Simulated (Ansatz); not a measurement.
C$_{3}$H$_{9}$InO, SMILES `CC(C)=[O+][InH3-]`, relaxed with RKS PBE0-D4/def2-TZVP in Ansatz from a PBE-D4/def2-SVP geometry. The force threshold is 0.005 eV/Å; the program also tests the step.

Total charge 0; spin multiplicity 1. In takes the def2 core potential.

Start:

```xyz
14

C     0.433   -0.287    2.125
C     0.178   -0.087    0.649
C     1.304    0.282   -0.278
O    -0.977   -0.226    0.228
In   -1.740    0.033   -2.024
H    -0.186    0.437    2.694
H     1.494   -0.170    2.409
H     0.074   -1.295    2.417
H     2.285    0.366    0.221
H     1.049    1.241   -0.781
H     1.352   -0.470   -1.095
H    -0.646   -1.176   -2.691
H    -1.209    1.706   -2.161
H    -3.410   -0.353   -1.713
```

Task: How much energy does the relaxation release, and in how many steps? (An estimate is asked.)

Result: The calculation gave: 11.07 kJ/mol, in 40 steps, 3 of them rejected.

Task: Which bonds change most? (Estimate.)

Result: Ansatz gave: O4–In5 from 2.392 to 2.364 Å; C1–H8 from 1.109 to 1.088 Å; In5–H13 from 1.761 to 1.740 Å; In5–H12 from 1.761 to 1.740 Å.

Task: Give the relaxed structure. (Best estimate.)

Result: Ansatz gave: 
```xyz
14

C     0.425   -0.333    2.092
C     0.137   -0.100    0.646
C     1.236    0.417   -0.224
O    -0.974   -0.331    0.199
In   -1.699   -0.059   -2.035
H     0.765    0.601    2.549
H     1.251   -1.044    2.187
H    -0.456   -0.707    2.608
H     2.166    0.572    0.319
H     0.909    1.355   -0.683
H     1.394   -0.287   -1.046
H    -0.506   -1.135   -2.705
H    -1.325    1.639   -2.104
H    -3.323   -0.588   -1.804
```
